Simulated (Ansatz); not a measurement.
Gas-phase reaction in SMILES: CCCC=O → CCC[C]=O + H atom (the C-H bond at the site shown breaks; other sites are not compared here)
Geometries: B3LYP-D3(BJ)/def2-TZVP minima from Ansatz (a program for electronic structure), one conformer each, not searched for the lowest.
Geometry of the first species:
```
C
H 1 1.0921
H 1 1.0921 2 105.75
C 1 1.5220 2 109.01 3 -117.07
H 4 1.0984 1 111.39 2 -64.37
H 4 1.0984 5 104.53 1 120.40
C 4 1.5038 5 106.91 6 113.13
O 7 1.2038 4 125.05 5 124.25
H 7 1.1117 8 120.27 4 180.00
C 1 1.5256 2 110.19 3 119.07
H 10 1.0910 1 111.15 2 -58.16
H 10 1.0928 11 107.68 1 -122.14
H 10 1.0928 11 107.68 12 -115.72
```

Property: bond dissociation energy (electronic energy difference), in kcal/mol. Valence correlation only, unless marked. Open shells are spin-unrestricted. Spin-orbit coupling is left out. No relativistic terms. CBS marks a two-point X^-3 extrapolation of the correlation energy; Hartree-Fock from the larger set. The bracket is a focal-point correction in the basis named.

```
level                               program  bond dissociation energy (kcal/mol)
---------------------------  --------------  -----------------------------------
PBE0/def2-TZVP                       Ansatz                                 91.7
BHLYP-D3(BJ)/def2-TZVPD      Ansatz + dftd3                                 93.5
CAM-B3LYP-D3(BJ)/def2-TZVPD  Ansatz + dftd3                                 93.6
MP2/cc-pVDZ                          Ansatz                                 89.3
SCS-MP2/STO-3G                       Ansatz                                104.6
SCS-MP2/6-31G*                       Ansatz                                 88.2
```

What does RI-MP2/CBS(cc-pVTZ,cc-pVQZ)+[CCSD(T)-MP2]/cc-pVTZ (Ansatz) give?

96.0 kcal/mol, so SCS-MP2/6-31G* differs from it by -7.8 kcal/mol.
